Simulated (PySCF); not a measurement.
# Electron correlation in C⁺ (carbon, charge +1)

[He] 2s2 2p1, 2P determinant. All numbers are calculated (PySCF 2.14, scalar relativity by spin-free X2C-1e, in jorge-DZP-DKH (4s2p1d, 15 functions)). Frozen: 1s2; 3 electrons correlated.

MP2 pair energies summed by pair of shells (mhartree):

```tsv
pair	energy	share (%)
2s-2s	-26.35	62.4
2s-2p	-15.88	37.6
```

Total MP2 correlation energy: -42.23 mhartree.

Same-spin part -2.38 and opposite-spin part -39.84 mhartree; SCS-MP2 scales them by 1/3 and 6/5 to -48.61 mhartree.

| level | correlation energy (mhartree) |
| --- | --- |
| CCSD | -67.69 |
| (T) | -0.63 |
| CCSD(T) | -68.32 |

Diagnostics: T1 = 0.0085, D1 = 0.0153, largest double amplitude 0.135.

Cost of the coupled-cluster step: 0.07 s of wall time on 1 thread of Neoverse-V2 (shared host), for 3 correlated electrons.

Iterations:

```
CC2 = 0
CCSD nocc = (np.int64(2), np.int64(1)), nmo = (14, 14)
frozen orbitals [[0], [0]]
max_cycle = 100
direct = 0
conv_tol = 1e-08
conv_tol_normt = 1e-06
diis_space = 8
diis_start_cycle = 0
Init t2, MP2 energy = -0.0422294903186347
Init E_corr(UCCSD) = -0.0422294903186941
cycle = 1  E_corr(UCCSD) = -0.0568084737882489  dE = -0.0145789835  norm(t1,t2) = 0.0567918
cycle = 2  E_corr(UCCSD) = -0.0626043565331121  dE = -0.00579588274  norm(t1,t2) = 0.0273632
cycle = 3  E_corr(UCCSD) = -0.0677551751838359  dE = -0.00515081865  norm(t1,t2) = 0.0139625
cycle = 4  E_corr(UCCSD) = -0.0676610315572726  dE = 9.41436266e-05  norm(t1,t2) = 0.00116782
cycle = 5  E_corr(UCCSD) = -0.0676974912800644  dE = -3.64597228e-05  norm(t1,t2) = 0.00016646
cycle = 6  E_corr(UCCSD) = -0.0676801346754878  dE = 1.73566046e-05  norm(t1,t2) = 3.84332e-05
cycle = 7  E_corr(UCCSD) = -0.0676863591926528  dE = -6.22451716e-06  norm(t1,t2) = 1.48805e-05
cycle = 8  E_corr(UCCSD) = -0.067685848163755  dE = 5.11028898e-07  norm(t1,t2) = 2.27827e-06
cycle = 9  E_corr(UCCSD) = -0.0676856308419281  dE = 2.17321827e-07  norm(t1,t2) = 5.75419e-07
cycle = 10  E_corr(UCCSD) = -0.0676856470680304  dE = -1.62261023e-08  norm(t1,t2) = 4.50514e-08
cycle = 11  E_corr(UCCSD) = -0.0676856453718421  dE = 1.6961883e-09  norm(t1,t2) = 1.47583e-08
UCCSD converged
E(UCCSD) = -37.37409836747723  E_corr = -0.06768564537184209
UCCSD(T) correction = -0.000630241720254399
```
